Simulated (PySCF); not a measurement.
## Spin states and ions at one geometry of BiH5

PySCF 2.14.0, RKS PBE0, Bi def2-SVP with ECP60, H def2-SVP; non-relativistic Hamiltonian with scalar-relativistic core potentials where named; density fitting; no spin-orbit coupling; singlets restricted, open shells unrestricted. The geometry is relaxed for charge 0, singlet, vacuum:

```xyz
6

Bi    0.0000    0.0000    0.0462
H     0.0000    0.0000    1.8442
H     1.5570    0.0000   -0.8520
H     0.0000    1.8673    0.0466
H    -1.5570    0.0000   -0.8520
H     0.0000   -1.8673    0.0466
```

Energies count from the relaxed state; an electron taken off or put on is at rest in vacuum. Charges and spins are Mulliken's.

```csv
state,energy (eV),spin squared,charge on Bi1 (e),spin on Bi1 (e),dipole about the centre of mass (D)
"charge 0, singlet, vacuum",0.00,0.00,0.42,0.00,0.00
"charge 0, triplet, vacuum",2.13,2.04,0.44,-0.42,0.00
"charge +1, doublet, vacuum",8.11,0.77,0.35,-0.23,0.00
```

Question: What does the state charge -1, doublet, vacuum give?

Answer: energy (eV) 0.22, spin squared 0.76, charge on Bi1 (e) 0.62, spin on Bi1 (e) -0.22, dipole about the centre of mass (D) 0.00.

With an electron taken off (doublet) the charges change, summed by element, by Bi -0.07 e, H +1.07 e. The vertical ionisation energy is 8.11 eV, against −ε(HOMO) = 6.05 eV of the relaxed state. The level lies 2.1 eV too high, as is usual for semilocal functionals and global hybrids, which keep a self-interaction error.

With an electron put on (doublet) the charges change, summed by element, by Bi +0.21 e, H -1.21 e. The vertical electron affinity is -0.22 eV, against −ε(LUMO) = 1.68 eV of the relaxed state. The basis has no diffuse functions, which an added electron needs. The added electron's level lies above zero.

Open shells may have lower solutions than those found.
